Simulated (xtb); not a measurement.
C$_{4}$H$_{4}$N, doublet, geometry from GFN2-xTB, atoms displaced at random by about 0.02 Å a coordinate. Base run: GFN1-xTB run with xtb 6.7.1.

Here is a job for xtb.
```
$ xtb mol.xyz --gfn 1 --uhf 1 --opt --json

# file mol.xyz
9

C      0.44847546    -1.13717534     0.13168653
C     -0.87737817    -0.82105330     0.00887743
N     -0.89733868     0.55846708    -0.11098640
C      0.39890136     1.05288595    -0.05014457
C      1.23103592    -0.00038812     0.07613257
H     -1.74506406    -1.43632721     0.02119298
H     -1.73891171     1.10936945    -0.22531677
H      0.56759834     2.09907074    -0.13842308
H      2.29712781     0.11546000     0.13611957
```

The base run was repeated with changes; each row names its change, and settings that it needs were set with it.

```csv
change,ΔE vs base (µEh),optimiser steps
base,0.0,6
opt level = sloppy,20.2,4
opt level = loose,20.2,4
alpb = benzene,-6526,6
opt level = crude,69.2,3
opt level = extreme,-0.2,8
opt level = tight,-0.2,7
alpb = toluene,-8007,6
engine = lbfgs,-0.1,-
opt level = vtight,-0.2,8
```
